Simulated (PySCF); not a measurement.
H5GaO4, singlet, CAM-B3LYP/def2-SVP optimised geometry. Atoms within 1.6 Å of the plane z = 0.0 Å (x, y, z in Å): Ga1 (-0.85, -0.94, 0.00), O4 (-0.93, 0.85, 0.00), H5 (-1.43, 1.24, 0.73), O6 (-1.52, -1.80, 1.40), H7 (-1.54, -2.75, 1.31), O8 (1.24, -0.94, 0.00), H9 (1.43, 0.02, -0.01), H10 (1.28, -1.24, -0.93).

Method: CAM-B3LYP/def2-TZVP in PySCF. Cells within 0.4 Å of a nucleus heavier than hydrogen are left out (blank, or x).

Map of the log10 of the electron density (e/bohr³), floored at −4 on the plane z = 0.0 Å:

```
|0000000000000000000000000000000|
|0000000000000000000000000000000|
|0000000000000000000000000000000|
|0000000011111110000000000000000|
|0000001122222221100000000000000|
|0000012233333332210000000000000|
|0000123344444443321000000000000|
|0001223455555554332100000000000|
|0001234556676655432210000000000|
|0012334567888765443221110000000|
|0012345678xxx876543322221100000|
|0012345678xxx876543333332110000|
|0012345678xxx876544444443211000|
|00123456788x8876544555554321000|
|0012344567787765555667665432100|
|0012334566777665556678765432100|
|0012334566777765566788765432110|
|0012334567899876667888876543210|
|0112334568xxx986678xxx876543210|
|0112344578xxxx86678xxxx76543210|
|0122344568xxx986678xxx876543210|
|0122344567899876667888876543210|
|0122344556777765556777765432110|
|0122344555666555455566554432100|
|0122334455555544444455443321000|
|0112233444444443333333333211000|
|0012233344444333222222222110000|
|0001223333333322211111111000000|
|0001122233322221110000000000000|
|0000111222222111000000000000000|
|0000001111111100000000000000000|
```
Scale: ten equal steps from -4.00 (start of '0') to 0.275 (end of '9'), in the order '0123456789'; x runs from -3.50 to 3.50, y from -3.50 (bottom) to 3.50 (top).
